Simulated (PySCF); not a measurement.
## Structure elucidation problem

An unknown has the formula C$_{7}$H$_{11}$NSi. Its calculated NMR data are:

¹H NMR (400 MHz, computed): δ 7.50 (d, 1H), 6.84 (d, 1H), 4.60 (m, 2H), 4.39 (t, 1H), 2.71 (m, 2H), 2.60 (m, 1H), 1.85 (m, 2H), 1.82 (m, 1H).

¹³C{¹H} NMR (computed): δ 186.9 (C), 147.6 (CH2), 90.0 (CH), 41.1 (CH), 35.8 (CH2, 2C), 16.5 (CH).

Calculated, not measured (PySCF): PBE0/pcSseg-1 with gauge-including orbitals, coordinates at the GFN2-xTB level. Fast rotation and ring inversion assumed for equivalent nuclei, one computed conformer, no relativistic terms, isolated molecule.

References, each an isolated molecule treated in the same way: ¹H and ¹³C vs TMS.

Propose a structure and justify it.

Answers


Rings plus π bonds: 4 (2 rings in the answer). 6 carbon signals for 7 carbons: some carbons are equivalent by symmetry or fast rotation. Carbon types of the structure: 1 × C, 3 × CH, 3 × CH2, leaving 2 H on heteroatoms. δC 186.9: fully substituted alkene carbon. δC 147.6: C=N carbon. δC 90.0: alkene CH. δC 41.1: allylic sp3 CH; saturated and bonded to C and H only. δC 35.8: sp3 CH2 in a ring; saturated and bonded to C and H only. δH 4.39: hydrogen on an alkene CH; olefinic region. δH 2.60: hydrogen on an allylic sp3 CH; allylic position.

These data were computed for SMILES C=NC1=C[SiH2][C@H]2C[C@@H]1C2.

The shifts were computed for this structure.

Shifts are as computed. Against solution values, carbons near 30 ppm lie about +3 ppm off and those near 130 ppm about +5 ppm. Of 1211 compounds with measured shifts, 218 miss one by over three times the rms of a fit or turn the order of signals round; such compounds aren't used in these exercises. Multiplicities follow the n + 1 count of equivalent neighbours, as no J values were calculated; m marks all less simple cases, F and P coupling included.
